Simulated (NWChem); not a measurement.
methylammonium (CH6N (+1)) in NWChem

```xyz
8

C      0.7888     0.0475     0.0000
N     -0.7003    -0.0422     0.0000
H      1.1101     0.5868     0.8989
H      1.1101     0.5868    -0.8989
H      1.2037    -0.9674     0.0000
H     -1.0563    -0.5417     0.8265
H     -1.0563    -0.5417    -0.8265
H     -1.1423     0.8873     0.0000
```
Charge +1, spin multiplicity 1.

The numbers come from NWChem runs, not from measurements. All single points use one geometry, from PBE0/def2-SVP, a minimum by its harmonic frequencies.

Symmetry labels belong to the abelian group Cs used in the runs, with the axes of the coordinates shown; states degenerate in a higher group split over its labels.

### Question
List the lowest 3 singlet excitations that TD-PBE/aug-cc-pVDZ gives, with oscillator strengths.

### Answer
```
state  symmetry  energy (eV)  wavelength (nm)      f
-----  --------  -----------  ---------------  -----
1            a"         9.32              133  0.001
2            a'         9.32              133  0.001
3            a"        11.06              112  0.000
```
